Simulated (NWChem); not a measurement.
# AlH$_{3}$O; SMILES [AlH2][OH]

```xyz
5

Al     0.0000    -0.0415     0.5606
H      0.0000     1.4071     1.2134
H      0.0000    -1.3917     1.3819
O      0.0000    -0.2183    -1.1343
H      0.0000     0.4908    -1.7790
```
Atoms are numbered in this order, from 1.

All runs use the structure optimised with PBE0/def2-SVP.

 Unshifted, non-relativistic core excitations; the lowest 4 roots alone, so stronger bands may lie above.

Question: List the first O K-edge excitations from BHandHLYP/def2-TZVP, restricted-window TDA (NWChem).

Answer: 
```tsv
state	energy (eV)	dipole oscillator strength	leading excitation (squared amplitude)
S1	531.0	0.0158	1s of atom 4 or its equivalents → LUMO (0.94)
S2	531.5	0.0128	1s of atom 4 or its equivalents → LUMO+1 (0.84)
S3	533.1	0.0286	1s of atom 4 or its equivalents → LUMO+3 (0.51)
S4	534.7	0.0026	1s of atom 4 or its equivalents → LUMO+2 (0.77)
```
